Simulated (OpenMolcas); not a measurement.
## Levels of In2+ by method

```json
{"Program": "OpenMolcas 26.06", "Basis": "ANO-R1 [6s5p3d1f]", "Scalar Hamiltonian": "X2C, finite nucleus", "Active space": "1 electron in 4 orbitals (5s 5p)", "State averaging": "2S+1 = 2 even, 1 root; 2S+1 = 2 odd, 3 roots", "Spin-orbit coupling": "state interaction with AMFI integrals over the reference wave functions, term energies averaged over their components"}
```

Methods on the same reference wave functions:
A. CASSCF
B. SS-CASPT2, IPEA 0.25 Eh, imaginary shift 0.1 Eh (closed shells correlated: 4d)

Energies in cm-1 above 5s 2S 1/2, the measured ground level; measured values from Moore, Atomic Energy Levels, vol. III, NSRDS-NBS 35 (1971 reprint of NBS Circular 467, 1958).

```json
{"Level": "5s 2S 1/2", "A": "0.0", "B": "0.0", "Measured": "0.0"}
{"Level": "5p 2P* 1/2", "A": "55986", "B": "57978", "Measured": "57181"}
{"Level": "5p 2P* 3/2", "A": "60136", "B": "62129", "Measured": "61523"}
```

Deviations, from unrounded energies. A percentage is the sum of absolute deviations over the sum of measured energies, with the sign that they share, or ± where signs differ.

```tsv
Against measurement	Levels	A	B
mean absolute deviation (cm-1)	2	1300	700
other configurations (%)	2	-2.2	+1.2
```

B lies closest to measurement on these levels. The largest miss of B in the table is 5p 2P* 1/2, by +800 cm-1. The ranking rests on the paired levels alone, and a cruder setting can come out closer through cancelling errors.

The lowest spin-free term lies below A's lowest term by 0.321 hartree in B.

With one active electron the reference holds no correlation, so core polarisation is missing (holds for A). With one active electron, CASPT2 adds the correlation within the correlated inactive shells and between them and that electron, and leaves the splitting within a term as the reference gives it (holds for B). Measured partners are found by configuration, term and J. A level has none where our copy of the source lacks it or the pairing is in doubt (some pairs that miss far off the trend of their configuration count as doubtful), and it then counts in no deviation. Levels of configurations outside the active space are missing.

* marks odd parity.
